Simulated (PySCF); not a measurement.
3-tert-butylfuran, C8H12O

Geometry (Å), atoms numbered from 1 in this order:
```xyz
21

C    -1.589   -0.852   -0.841
C    -0.799    0.123    0.042
C    -0.935    1.545   -0.518
C    -1.363    0.085    1.464
C     0.658   -0.275    0.042
C     1.527   -0.358   -1.101
C     2.742   -0.754   -0.631
O     2.697   -0.922    0.704
C     1.439   -0.632    1.104
H    -2.656   -0.579   -0.862
H    -1.504   -1.882   -0.463
H    -1.218   -0.844   -1.878
H    -0.550    1.609   -1.547
H    -0.372    2.264    0.096
H    -1.992    1.856   -0.533
H    -2.425    0.375    1.463
H    -1.291   -0.926    1.895
H    -0.825    0.781    2.126
H     1.277   -0.150   -2.139
H     3.698   -0.951   -1.110
H     1.247   -0.723    2.169
```

Computed, not measured: quadratic response CAM-B3LYP/aug-cc-pVDZ first hyperpolarisability, Taylor convention, gas phase (PySCF 2.14.0). Geometry: PBE0-D3(BJ)/def2-SVP.

Question: What is the first hyperpolarisability, and how does it disperse?

Answer: In au, Taylor convention; the vector part is βᵢ = ⅓ Σⱼ (βᵢⱼⱼ + βⱼᵢⱼ + βⱼⱼᵢ); β∥ is 3/5 of the vector part along the dipole, the dipole points from − to +:
```csv
process,λ (nm),β vector norm,β∥,β HRS,depolarisation ratio
"static β(0;0,0)",∞,90.2,-53.6,41.8,3.68
"second harmonic β(−2ω;ω,ω)",1907,91.5,-54.3,43.2,3.51
"Pockels β(−ω;ω,0)",1907,90.6,-53.9,–,–
"second harmonic β(−2ω;ω,ω)",1064,94.1,-55.6,46.7,3.13
"Pockels β(−ω;ω,0)",1064,91.6,-54.4,–,–
```

Question: Which lowest excitations, dipole and polarisabilities go with it?

Answer: S1 5.80 eV (f = 0.000); S2 6.04 eV (f = 0.144); S3 6.28 eV (f = 0.028); dipole 0.93 D; isotropic α 97.0 au static, 97.3 au at 1907 nm, 97.9 au at 1064 nm, 98.1 au at 953.5 nm, 100.6 au at 532 nm.
